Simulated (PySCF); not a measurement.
The scaffold SiH2Cl-X carries different groups X. Gas-phase values, no solvent. One relaxed conformer stands for each flexible species; it need not be the lowest. Strings in code marks are SMILES.

The four lowest singlet excitations (Tamm–Dancoff). Level of theory: PySCF 2.14.0 with PBE-D3(BJ)/def2-TZVP // PBE0-D4/def2-TZVP. Excitations are Tamm–Dancoff values on a coarser integration grid. The basis has no diffuse functions, so Rydberg states are missing or too high.

```json
[
 {"state": "S1", "energy (eV)": "5.29", "wavelength (nm)": "234", "oscillator strength": "0.010"},
 {"state": "S2", "energy (eV)": "5.91", "wavelength (nm)": "210", "oscillator strength": "0.016"},
 {"state": "S3", "energy (eV)": "6.16", "wavelength (nm)": "201", "oscillator strength": "0.022"},
 {"state": "S4", "energy (eV)": "6.59", "wavelength (nm)": "188", "oscillator strength": "0.005"}
]
```

Identify which member gives these states.
(A) `Cl[SiH2][GeH3]`
(B) `S[SiH2]Cl` (H–S–Si–Cl torsion 70°)
(C) `Cl[SiH2]C1CC1` (Cl–Si–C–C torsion 83°)
(D) `CS[SiH2]Cl` (C–S–Si–Cl torsion 64°)

D, `CS[SiH2]Cl` (C–S–Si–Cl torsion 64°)
